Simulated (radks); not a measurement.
Problem. Au18+, 61 electrons, occupied as [Kr] 4d10 4f13 5s2 (the NIST ground configuration). All-electron calculation, non-relativistic Kohn-Sham, LB94 model potential, spin-polarised, spherical densities, point nucleus; open shells are filled with parallel spins first (spin-orbit coupling, left out, can overturn this in heavy ions); relativity is left out, which matters for an element this heavy. Program: a radial shooting solver on a logarithmic mesh with Libxc functionals. Some entries of the table are withheld. Estimate them.

orbital,occ.,eigenvalue (hartree),<r^2> (bohr^2)
1s down,1,-2708.891,0.0004898
1s up,1,-2708.891,0.0004898
2s down,1,-465.9433,0.007613
2s up,1,-465.9419,0.007613
2p down,3,-448.8750,0.005612
2p up,3,-448.8740,0.005612
3s up,1,-121.3647,0.04703
3s down,1,-121.3571,0.04702
3p up,3,-113.2445,0.04327
3p down,3,-113.2385,0.04325
3d up,5,-98.05369,0.03330
3d down,5,-98.05116,0.03329
4s up,1,-37.62283,0.2234
4s down,1,-37.58165,0.2235
4p up,3,-34.10383,0.2281
4p down,3,-34.06278,0.2282
4d up,5,-27.62444,0.2362
4d down,5,-27.58372,0.2363
4f up,7,-18.90927,0.2484
4f down,6,-18.87118,0.2486
5s up,1,-16.78015,0.8788
5s down,1,-16.75831,0.8799
5p up,0,-15.41200,0.9454
5p down,0,-15.39128,0.9468
6s up,0,-9.71533,(1)
6s down,0,-9.70798,(2)

Solution. 
(1) 6s up <r^2> (bohr^2): 2.494
(2) 6s down <r^2> (bohr^2): 2.497
